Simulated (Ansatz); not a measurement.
C$_{6}$H$_{18}$FGeN$_{3}$, SMILES `C[N](C)[Ge]([F])([N](C)C)[N](C)C`, relaxed with RKS PBE0-D4/def2-TZVP in Ansatz 0.2.0 from a PBE-D4/def2-SVP geometry. The force threshold is 0.005 eV/Å; the program also tests the step.

Total charge 0; spin multiplicity 1.

Start:

```xyz
29

C     1.736    1.727    0.042
N     1.563    0.474   -0.666
C     2.796   -0.228   -0.970
Ge    0.004   -0.477   -0.428
F     0.257   -1.904   -1.453
N    -1.362    0.616   -0.928
C    -1.203    1.558   -2.019
C    -2.734    0.311   -0.570
N    -0.462   -1.221    1.191
C    -0.646   -0.340    2.328
C    -0.027   -2.564    1.526
H     2.255    1.613    1.028
H     2.344    2.442   -0.562
H     0.754    2.206    0.231
H     3.405   -0.463   -0.060
H     3.440    0.385   -1.642
H     2.572   -1.179   -1.490
H    -1.612    2.561   -1.750
H    -0.129    1.678   -2.263
H    -1.731    1.225   -2.946
H    -2.755   -0.465    0.221
H    -3.261    1.216   -0.184
H    -3.324   -0.067   -1.440
H    -0.996    0.659    1.993
H     0.285   -0.191    2.932
H    -1.420   -0.748    3.021
H    -0.795   -3.080    2.149
H     0.932   -2.586    2.106
H     0.118   -3.157    0.603
```

```tsv
step	energy (eV)	largest force (eV/Å)	largest move (Å)
1	-70205.3535	0.684	0.000
2	-70205.4769	0.326	0.043
3	-70205.4915	0.055	0.034
4	-70205.4921	0.012	0.017
5	-70205.4927	0.022	0.040
6	-70205.4929	0.016	0.026
7	-70205.4930	0.004	0.023
8	-70205.4930	0.005	0.009
9	-70205.4930	0.004	0.009
10	-70205.4931	0.003	0.011
```

End:

```xyz
29

C     1.731    1.673    0.035
N     1.539    0.438   -0.686
C     2.765   -0.282   -0.935
Ge   -0.019   -0.472   -0.445
F     0.178   -1.863   -1.484
N    -1.362    0.636   -0.906
C    -1.214    1.584   -1.983
C    -2.732    0.331   -0.575
N    -0.459   -1.219    1.155
C    -0.687   -0.345    2.280
C     0.079   -2.507    1.525
H     2.207    1.528    1.017
H     2.373    2.353   -0.541
H     0.775    2.178    0.195
H     3.304   -0.541   -0.010
H     3.441    0.329   -1.547
H     2.561   -1.203   -1.482
H    -1.645    2.556   -1.706
H    -0.159    1.733   -2.216
H    -1.721    1.247   -2.898
H    -2.774   -0.426    0.209
H    -3.253    1.228   -0.215
H    -3.289   -0.048   -1.444
H    -1.096    0.612    1.946
H     0.228   -0.140    2.858
H    -1.414   -0.794    2.969
H    -0.623   -3.031    2.184
H     1.038   -2.431    2.062
H     0.230   -3.124    0.639
```

Run time 15 s (11 threads of an AMD EPYC 7R13 on a shared host and a whole NVIDIA H100 80 GB); peak host memory 1.3 GiB.
